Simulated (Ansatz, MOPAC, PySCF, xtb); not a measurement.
Diatomic I2, closed-shell singlet (the spin of the measured ground state). No spin–orbit coupling.

Seven points along R, fitted to fifth degree in 1/R; most abundant isotopes. In def2 and cc sets the state is the lowest found near the PBE0 minimum, followed along R. The singlet is held restricted. HF and MP2 rows in def2 and cc sets belong to the determinant that coupled cluster picked by its CCSD energy.

The values were computed with Ansatz (an electronic-structure program) with Gaussian orbitals; MOPAC for AM1, PM6, PM7 (differences of heats of formation); PySCF for STO-3G rows; xtb for the GFN methods. Values without a source in brackets are computed. In def2 rows elements past Kr take small-core potentials, without spin–orbit coupling.

```json
[
 {"level": "AM1", "r_e (Å)": "2.538", "ω_e (cm⁻¹)": "255", "α_e (cm⁻¹)": "5.0e-5", "B_e (cm⁻¹)": "0.0412", "D_e (eV)": "-"},
 {"level": "PM6", "r_e (Å)": "2.573", "ω_e (cm⁻¹)": "165", "α_e (cm⁻¹)": "2.9e-5", "B_e (cm⁻¹)": "0.0401", "D_e (eV)": "-"},
 {"level": "PM7", "r_e (Å)": "2.626", "ω_e (cm⁻¹)": "220", "α_e (cm⁻¹)": "0.00010", "B_e (cm⁻¹)": "0.0385", "D_e (eV)": "-"},
 {"level": "GFN1-xTB", "r_e (Å)": "2.694", "ω_e (cm⁻¹)": "277", "α_e (cm⁻¹)": "9.7e-5", "B_e (cm⁻¹)": "0.0366", "D_e (eV)": "-"},
 {"level": "GFN2-xTB", "r_e (Å)": "2.664", "ω_e (cm⁻¹)": "253", "α_e (cm⁻¹)": "0.00013", "B_e (cm⁻¹)": "0.0374", "D_e (eV)": "-"},
 {"level": "HF/STO-3G", "r_e (Å)": "2.704", "ω_e (cm⁻¹)": "281", "α_e (cm⁻¹)": "5.6e-5", "B_e (cm⁻¹)": "0.0363", "D_e (eV)": "-"},
 {"level": "HF/def2-TZVPP", "r_e (Å)": "2.663", "ω_e (cm⁻¹)": "234", "α_e (cm⁻¹)": "8.4e-5", "B_e (cm⁻¹)": "0.0375", "D_e (eV)": "-"},
 {"level": "HF/def2-QZVPP", "r_e (Å)": "2.655", "ω_e (cm⁻¹)": "237", "α_e (cm⁻¹)": "8.5e-5", "B_e (cm⁻¹)": "0.0377", "D_e (eV)": "-"},
 {"level": "SVWN5/def2-TZVPP", "r_e (Å)": "2.646", "ω_e (cm⁻¹)": "225", "α_e (cm⁻¹)": "1.0e-4", "B_e (cm⁻¹)": "0.0379", "D_e (eV)": "2.79"},
 {"level": "PBE/def2-TZVPP", "r_e (Å)": "2.687", "ω_e (cm⁻¹)": "212", "α_e (cm⁻¹)": "0.00010", "B_e (cm⁻¹)": "0.0368", "D_e (eV)": "2.20"},
 {"level": "r2SCAN/def2-TZVPP", "r_e (Å)": "2.671", "ω_e (cm⁻¹)": "219", "α_e (cm⁻¹)": "9.8e-5", "B_e (cm⁻¹)": "0.0372", "D_e (eV)": "2.01"},
 {"level": "B97M-V/def2-TZVPP", "r_e (Å)": "2.676", "ω_e (cm⁻¹)": "215", "α_e (cm⁻¹)": "0.00010", "B_e (cm⁻¹)": "0.0371", "D_e (eV)": "1.93"},
 {"level": "B3LYP/def2-TZVPP", "r_e (Å)": "2.696", "ω_e (cm⁻¹)": "211", "α_e (cm⁻¹)": "9.8e-5", "B_e (cm⁻¹)": "0.0366", "D_e (eV)": "1.87"},
 {"level": "PBE0/def2-TZVPP", "r_e (Å)": "2.656", "ω_e (cm⁻¹)": "226", "α_e (cm⁻¹)": "9.5e-5", "B_e (cm⁻¹)": "0.0377", "D_e (eV)": "2.02"},
 {"level": "BHLYP/def2-TZVPP", "r_e (Å)": "2.665", "ω_e (cm⁻¹)": "226", "α_e (cm⁻¹)": "9.2e-5", "B_e (cm⁻¹)": "0.0374", "D_e (eV)": "1.63"},
 {"level": "CAM-B3LYP/def2-TZVPP", "r_e (Å)": "2.665", "ω_e (cm⁻¹)": "225", "α_e (cm⁻¹)": "9.2e-5", "B_e (cm⁻¹)": "0.0374", "D_e (eV)": "1.76"},
 {"level": "wB97X-V/def2-TZVPP", "r_e (Å)": "2.643", "ω_e (cm⁻¹)": "235", "α_e (cm⁻¹)": "8.8e-5", "B_e (cm⁻¹)": "0.0380", "D_e (eV)": "1.93"},
 {"level": "wB97M-V/def2-TZVPP", "r_e (Å)": "2.649", "ω_e (cm⁻¹)": "232", "α_e (cm⁻¹)": "8.9e-5", "B_e (cm⁻¹)": "0.0379", "D_e (eV)": "1.84"},
 {"level": "B2PLYP/def2-TZVPP", "r_e (Å)": "2.676", "ω_e (cm⁻¹)": "218", "α_e (cm⁻¹)": "9.8e-5", "B_e (cm⁻¹)": "0.0371", "D_e (eV)": "1.88"},
 {"level": "MP2/def2-TZVPP", "r_e (Å)": "2.644", "ω_e (cm⁻¹)": "230", "α_e (cm⁻¹)": "9.6e-5", "B_e (cm⁻¹)": "0.0380", "D_e (eV)": "-"},
 {"level": "MP2/def2-QZVPP", "r_e (Å)": "2.621", "ω_e (cm⁻¹)": "239", "α_e (cm⁻¹)": "9.5e-5", "B_e (cm⁻¹)": "0.0387", "D_e (eV)": "-"},
 {"level": "MP2/CBS(def2-TZVPP, def2-QZVPP)", "r_e (Å)": "2.611", "ω_e (cm⁻¹)": "244", "α_e (cm⁻¹)": "9.5e-5", "B_e (cm⁻¹)": "0.0390", "D_e (eV)": "-"},
 {"level": "SCS-MP2/def2-TZVPP", "r_e (Å)": "2.663", "ω_e (cm⁻¹)": "223", "α_e (cm⁻¹)": "9.7e-5", "B_e (cm⁻¹)": "0.0375", "D_e (eV)": "-"},
 {"level": "SCS-MP2/def2-QZVPP", "r_e (Å)": "2.640", "ω_e (cm⁻¹)": "232", "α_e (cm⁻¹)": "9.7e-5", "B_e (cm⁻¹)": "0.0381", "D_e (eV)": "-"},
 {"level": "CCSD/def2-TZVPP", "r_e (Å)": "2.670", "ω_e (cm⁻¹)": "221", "α_e (cm⁻¹)": "9.7e-5", "B_e (cm⁻¹)": "0.0373", "D_e (eV)": "1.65"},
 {"level": "CCSD/def2-QZVPP", "r_e (Å)": "2.644", "ω_e (cm⁻¹)": "232", "α_e (cm⁻¹)": "9.6e-5", "B_e (cm⁻¹)": "0.0380", "D_e (eV)": "1.83"},
 {"level": "CCSD(T)/def2-TZVPP", "r_e (Å)": "2.681", "ω_e (cm⁻¹)": "214", "α_e (cm⁻¹)": "0.00011", "B_e (cm⁻¹)": "0.0370", "D_e (eV)": "1.82"},
 {"level": "CCSD(T)/def2-QZVPP", "r_e (Å)": "2.653", "ω_e (cm⁻¹)": "225", "α_e (cm⁻¹)": "0.00010", "B_e (cm⁻¹)": "0.0377", "D_e (eV)": "2.04"},
 {"level": "CCSD(T)/CBS(def2-TZVPP, def2-QZVPP)", "r_e (Å)": "2.640", "ω_e (cm⁻¹)": "231", "α_e (cm⁻¹)": "0.00010", "B_e (cm⁻¹)": "0.0381", "D_e (eV)": "2.17"}
]
```

D_e counts from each atom's lowest state at the same level, without counterpoise or zero-point energy.

Correlated levels freeze the inner cores; with def2 sets outer-core shells near the valence are correlated too. CBS(a, b) extrapolates the correlation energy as X⁻³ and adds the Hartree–Fock energy of set b. Rows in STO-3G carry no dispersion term and start afresh at each structure; the Pople sets are all-electron and without relativity. The state that AM1, PM6, PM7 reach isn't checked; PM7 holds dispersion and hydrogen-bond terms.

Measured for the ground state: r_e 2.6663 Å, ω_e 214.5 cm-1, ω_e x_e 0.6147 cm-1, B_e 0.037372 cm-1, α_e 0.0001138 cm-1 [Huber and Herzberg (1979), NIST Chemistry WebBook]. D_0 1.543 eV [from 0 K enthalpies of formation in NIST CCCBDB].
